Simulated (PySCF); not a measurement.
Species: C4H7OS2 (doublet state).
Structure used (GFN2-xTB), in Å, numbered top down from 1:
```
atom  x, y, z in Å
C1     2.9477   -0.3061    0.9486
C2     2.6976    0.8629    0.3886
S3     1.1368    1.6196    0.1484
S4    -0.2524    0.2261    1.0623
C5    -0.8449   -0.7068   -0.2036
O6    -2.1234   -0.7664   -0.5828
C7    -3.0575   -0.0213    0.1638
H8     3.9564   -0.6675    1.0428
H9     2.1652   -0.9364    1.3362
H10    3.4725    1.5044   -0.0021
H11   -0.1898   -1.3084   -0.8124
H12   -2.7751    1.0354    0.1933
H13   -3.1178   -0.3950    1.1906
H14   -4.0160   -0.1411   -0.3358
```

The hyperfine couplings belong to this conformer and change with its torsions.

Identity: `S(C=C)S[CH]OC` [radical].

Method: PySCF, UKS B3LYP, pcH-1 on C H O S, non-relativistic, mean-field spin-orbit, GIAO. Geometry: GFN2-xTB, one conformer, isolated molecule. A GFN2-xTB geometry isn't a minimum of the functional, and hyperfine couplings can be far from their values at a DFT geometry. The SCF solution wasn't tested for stability.

Problem. The isotropic 33S couplings are +79.2, +22.1 MHz. Assign them to S3; S4.

Solution. 
```tsv
site	a_iso (MHz)	ρ(0) (bohr⁻³)	position	distance from C5 (Å)	spin population	largest |T| (MHz)
S3	+22.1	+0.0637	2 bonds from C5	3.08	+0.26	58.7
S4	+79.2	+0.2312	1 bond from C5	1.68	+0.03	26.8
```

Problem. The isotropic 1H couplings, averaged over equivalent nuclei, are -42.5, +17.8, +8.6, +1.2, -1.1 MHz. Assign them to H8; H9; H10; H11; H12/H13/H14.

Solution. 
```tsv
site	a_iso (MHz)	ρ(0) (bohr⁻³)	position	distance from C5 (Å)	bound to	spin population there	largest |T| (MHz)
H8	-1.1	-0.0002	5 bonds from C5	4.96	C1	+0.01	1.8
H9	+1.2	+0.0003	5 bonds from C5	3.39	C1	+0.01	3.6
H10	+17.8	+0.0040	4 bonds from C5	4.85	C2	-0.01	2.9
H11	-42.5	-0.0095	α, 1 bond from C5	1.08	C5	+0.60	26.0
H12/H13/H14	+8.6	+0.0019	γ, 3 bonds from C5	2.85	C7	-0.01	5.4
```

ρ(0) is the spin density at the nucleus and T the dipolar tensor; a_iso includes a spin–orbit part; entries for several nuclei are means. The largest Mulliken spin populations are on C5 (+0.60), S3 (+0.26) and O6 (+0.13). The angles at C5 add up to 360.0°, so it is planar; its axial dipolar tensor and the negative coupling of its proton fit spin in a p orbital normal to that plane.

Examples of negative spin density at the nucleus (bohr⁻³): H11 (-0.0095), C2 (-0.0039) and C7 (-0.0024).

Nuclei that the bonding pattern makes equivalent are averaged, as if the motion that swaps them (rotation, inversion, ring flip) were fast. The three 1H nuclei of mean +8.6 MHz run from -1.4 to 17.0 MHz in the frozen geometry.
